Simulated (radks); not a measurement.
Spin polarisation of the 4f13 shell in Tm+. Start: [Xe] 4f(up 6.5, down 6.5) 6s(up 0.5, down 0.5); electrons of 4f are moved from spin down to spin up, other shells keep equal spins. All-electron calculation, non-relativistic Kohn-Sham, r2SCAN, spin-polarised, spherical densities, point nucleus; meta-GGA in the generalised Kohn-Sham scheme. Program: a radial shooting solver on a logarithmic mesh with Libxc functionals.

moment (Bohr magnetons)	E - E(0) (eV)	e(4f up) (eV)	e(4f down) (eV)	6s down minus up (eV)	5p down minus up (eV)	5s down minus up (eV)
0	0.000	-13.850	-13.850	0.000	0.000	0.000
0.25	-0.017	-13.984	-13.714	0.010	0.074	0.102
0.5	-0.067	-14.116	-13.577	0.020	0.147	0.203
0.75	-0.152	-14.247	-13.437	0.030	0.221	0.305
1	-0.270	-14.375	-13.296	0.040	0.295	0.407

At moment 1 the spin-polarisation energy is -0.270 eV and the 4f exchange splitting 1.080 eV, that is 1.080 eV per Bohr magneton; E = -I m^2/4 would give I = 1.080 eV.
